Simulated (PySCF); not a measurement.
Compound: C₄H₅FSi.
Atom-mapped SMILES: `[F:1][C:2]1=[CH:3][SiH2:4][CH:5]=[CH:6]1` (hydrogens: H7 on C3; H8, H9 on Si4; H10 on C5; H11 on C6)

Cartesian coordinates in Å at the PBE0-D3(BJ)/def2-SVP level; atoms count from 1:
```xyz
11
C4H5FSi angstrom
F      2.6191    0.1319   -0.0776
C      1.2992   -0.0120   -0.0360
C      0.6605   -1.1941    0.0130
Si    -1.1552   -0.7715    0.0488
C     -0.8272    1.0803   -0.0084
C      0.5095    1.2377   -0.0470
H      1.1938   -2.1445    0.0264
H     -1.8606   -1.2074    1.2918
H     -1.9231   -1.2695   -1.1323
H     -1.5157    1.9275   -0.0114
H      1.0374    2.1964   -0.0857
```

Level: PBE0/pcSseg-1 and PBE0/def2-SVPD in PySCF, non-relativistic, on one gas-phase PBE0-D3(BJ)/def2-SVP geometry that isn't relaxed in the solvent. The solvent is an IEF-PCM continuum (van der Waals radii × 1.2). Specific hydrogen bonds and non-electrostatic terms are outside this model.

Gas phase at PBE0/pcSseg-1: HOMO -7.00 eV, LUMO -1.70 eV, dipole 1.19 D.

What does the continuum do to the energy, the frontier levels and the dipole at PBE0/pcSseg-1 in acetone and acetonitrile?

```json
{"solvent": "acetone", "ε": "20.49", "E(solvent) − E(gas) (kcal/mol)": "-1.92", "polarisation term (kcal/mol)": "-2.10", "distortion of the solute (kcal/mol)": "0.18", "HOMO (eV)": "-6.95", "LUMO (eV)": "-1.61", "dipole (D)": "1.49"}
{"solvent": "acetonitrile", "ε": "35.69", "E(solvent) − E(gas) (kcal/mol)": "-1.98", "polarisation term (kcal/mol)": "-2.18", "distortion of the solute (kcal/mol)": "0.20", "HOMO (eV)": "-6.96", "LUMO (eV)": "-1.61", "dipole (D)": "1.50"}
```

The polarisation term is half the interaction of the solute with the surface charges that it induces; the rest is the cost of distorting the solute's density. The sum is the electrostatic part of solvation alone. From acetone to acetonitrile the lowering changes by a factor 1.04, Onsager's factor (ε − 1)/(2ε + 1) by 1.03 and ε itself by 1.7.

Which radius a makes the point-dipole formula ΔE = −[(ε − 1)/(2ε + 1)]·μ²/a³ give the value in acetonitrile, with the gas-phase dipole?

μ = 0.469 au and |ΔE| = 0.00316 Eh give a = 1.70 Å; the farthest nucleus lies 2.62 Å from the centroid of the nuclei, so such a sphere wouldn't even hold the nuclei. The formula assumes a rigid point dipole at the centre of a sphere.

Give the dipole vector in the frame of the coordinates (D, pointing from negative to positive charge), gas and acetonitrile.

Gas (-1.12, 0.40, 0.02), solvent (-1.42, 0.48, 0.03). Its length changes by +26 % and its direction by less than 1°.

Which ESP-fitted charges (PBE0/pcSseg-1) respond most in acetone (means over atoms taken as equivalent)?

```
atoms         environment  gas (e)  solvent (e)  change
   C3    alkene CH carbon   -0.597       -0.630  -0.033
  Si4        SiH2 silicon   +0.584       +0.615  +0.031
   C5    alkene CH carbon   -0.440       -0.466  -0.026
  H10    vinylic hydrogen   +0.204       +0.224  +0.020
   H7    vinylic hydrogen   +0.233       +0.249  +0.016
  H11    vinylic hydrogen   +0.155       +0.170  +0.015
   F1      vinyl fluorine   -0.188       -0.202  -0.014
   C6    alkene CH carbon   -0.133       -0.141  -0.008
   C2  vinylic C–F carbon   +0.387       +0.391  +0.004
H8/H9       Si–H hydrogen   -0.103       -0.105  -0.002
```

Gas phase at PBE0/def2-SVPD: HOMO -7.02 eV, LUMO -1.69 eV, dipole 1.14 D.

What does the continuum do to the energy, the frontier levels and the dipole at PBE0/def2-SVPD in acetone?

```json
{"solvent": "acetone", "ε": "20.49", "E(solvent) − E(gas) (kcal/mol)": "-1.90", "polarisation term (kcal/mol)": "-2.11", "distortion of the solute (kcal/mol)": "0.21", "HOMO (eV)": "-6.96", "LUMO (eV)": "-1.61", "dipole (D)": "1.43"}
```

How does the static polarisability (PBE0/def2-SVPD, frozen core, with the continuum's full static response) change?

| medium | isotropic (au) | principal values (au) | ⟨r²⟩ of the electrons (bohr²) |
| --- | --- | --- | --- |
| gas | 70.5 | 51.5, 73.3, 86.7 | 663.4 |
| acetone | 95.7 | 70.5, 99.1, 117.6 | 663.0 |

The isotropic value in acetone is 1.36 times the gas-phase one; no cavity-field correction is applied. ⟨r²⟩ is taken about the centre of nuclear charge.
